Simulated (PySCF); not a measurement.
n-SiGeSiSiH10.
Bonds: Si1–Ge2, Ge2–Si3, Si3–Si4. Hydrogens: H5, H6, H7 on Si1; H8, H9 on Ge2; H10, H11 on Si3; H12, H13, H14 on Si4.

Computed by this run: PySCF, PBE0-D3(BJ)/def2-SVP geometry optimisation, gas phase; density fitting, grid level 1; the optimiser is geomeTRIC in internal coordinates, started from a GFN2-xTB structure with every atom displaced at random (about 0.03 Å).

Step 0: E = -80281.5265 eV
```
atom  x, y, z in Å  |  force x, y, z in eV/Å
Si1     2.3066    1.0692   -0.3397   -1.599   2.474   0.370
Ge2    -0.0870    1.3558   -0.6255    0.299   0.702   0.111
Si3    -1.7106   -0.0385    0.4070    2.128  -0.042   1.565
Si4    -0.8299   -2.2222    0.5568   -5.724  -0.366   0.505
H5      2.9920    2.1686   -1.0780   -0.015   0.065  -0.059
H6      2.6772   -0.1351   -0.8794    0.857  -2.582  -1.012
H7      2.6354    1.1923    1.0673    0.287  -0.064   0.837
H8     -0.3089    1.3617   -2.1270   -0.076  -0.228  -0.581
H9     -0.4481    2.8352   -0.2974    0.107  -0.142   0.171
H10    -2.9417    0.0739   -0.2446   -1.810  -0.001  -1.164
H11    -1.9471    0.5113    1.7960    0.140  -0.125  -0.167
H12    -1.1629   -2.8217    1.9013    0.114   0.154  -0.121
H13    -1.6603   -3.0708   -0.4447    0.666   0.405   0.412
H14     0.4659   -2.3237    0.3509    4.626  -0.249  -0.866
```

Step 1: E = -80282.3119 eV
```
atom  x, y, z in Å  |  force x, y, z in eV/Å
Si1     2.2375    1.0544   -0.3169   -0.197   0.045   0.069
Ge2    -0.1004    1.4013   -0.6464   -0.109   0.347  -0.397
Si3    -1.6877   -0.0136    0.4343    0.248   0.079   0.184
Si4    -0.8489   -2.2094    0.5516   -0.527  -0.096   0.099
H5      2.9542    2.1329   -1.0648    0.021  -0.034   0.001
H6      2.6321   -0.2782   -0.8663    0.053   0.003   0.075
H7      2.5814    1.1674    1.1352    0.042  -0.093  -0.049
H8     -0.3327    1.3513   -2.1833    0.020  -0.127   0.112
H9     -0.4276    2.8739   -0.2947    0.035  -0.045   0.098
H10    -3.0044    0.0731   -0.2705    0.036  -0.083  -0.046
H11    -1.8928    0.5199    1.8195    0.027  -0.030   0.002
H12    -1.1409   -2.8031    1.8947    0.093   0.048   0.021
H13    -1.6015   -3.0398   -0.4368    0.127  -0.047  -0.119
H14     0.6125   -2.2739    0.2877    0.131   0.032  -0.049
```

Q: Estimate the geometry and energy of step 2. (The exact step hangs on the optimiser's Hessian estimate; all steps are aligned on step 1, rigid shifts and turns removed.)

A: E = -80282.3504 eV, largest force 0.322 eV/Å
```
atom  x, y, z in Å  |  force x, y, z in eV/Å
Si1     2.2019    1.0406   -0.3052   -0.037  -0.046   0.033
Ge2    -0.1169    1.4292   -0.6720   -0.103   0.202  -0.229
Si3    -1.6685    0.0029    0.4472    0.112   0.035   0.066
Si4    -0.8489   -2.2003    0.5415   -0.160  -0.045   0.011
H5      2.9624    2.0878   -1.0526    0.030  -0.011  -0.001
H6      2.5905   -0.3101   -0.8213    0.003   0.047   0.047
H7      2.5409    1.1439    1.1477    0.004  -0.041  -0.014
H8     -0.3519    1.3364   -2.2002    0.006  -0.075   0.045
H9     -0.4296    2.9005   -0.3117    0.009  -0.029   0.054
H10    -2.9912    0.0640   -0.2536    0.034  -0.034   0.011
H11    -1.8590    0.5292    1.8359    0.012  -0.018   0.011
H12    -1.1042   -2.7950    1.8898    0.042   0.013   0.013
H13    -1.5662   -3.0423   -0.4651    0.072  -0.002  -0.050
H14     0.6212   -2.2308    0.2631   -0.023   0.005   0.005
```

The energy changes by -0.0386 eV. The first-order estimate −F·Δx gives -0.0512 eV and the mean of the old and new forces, exact on a quadratic surface, -0.0385 eV. The step makes an angle of 69° with the force vector and moves no atom by more than 0.069 Å.

What follows is the cost of the whole optimisation. The run took 6.6 min on Intel Xeon at 2.50 GHz, one thread, shared host with 64 logical CPUs at a one-minute load of 63, and the process peaked at 0.53 GiB of memory.
